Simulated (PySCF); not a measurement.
## Working out the ionisation energy of Cl²⁺

Cl²⁺ [Ne] 3s2 3p3 (4S) → Cl³⁺ [Ne] 3s2 3p2 (3P). All numbers are calculated (PySCF 2.14, the spin-free X2C one-electron Hamiltonian (Gaussian nucleus), in jorge-DZP-DKH (7s4p1d, 24 functions)). Frozen: [Ne]. Energies in hartree (1 hartree = 27.21139 eV):

```json
{"part": "UHF", "Cl²⁺ (lower)": "-459.624119", "Cl³⁺ (upper)": "-458.191937"}
{"part": "CCSD correlation", "Cl²⁺ (lower)": "-0.093033", "Cl³⁺ (upper)": "-0.079075"}
{"part": "(T)", "Cl²⁺ (lower)": "-0.000898", "Cl³⁺ (upper)": "-0.000816"}
```

**Question.** What does Hartree-Fock give?

**Answer.** (-458.191937) − (-459.624119) = 1.432182 hartree = 38.972 eV.

**Question.** What do CCSD and CCSD(T) give?

**Answer.** The CCSD correlation energies differ by 0.013958 hartree = 0.380 eV and the triples by 0.000082 hartree = 0.002 eV, so CCSD gives 39.352 eV and CCSD(T) 39.354 eV.

Reference: 39.8 ± 0.11 eV (semi-empirical (NIST evaluation); NIST Atomic Spectra Database, ionization energies), between the lowest levels; spin-orbit coupling is absent from the calculation.

A double-zeta basis recovers only part of the correlation energy.

What remains against the reference includes basis incompleteness, the frozen core and higher excitations.
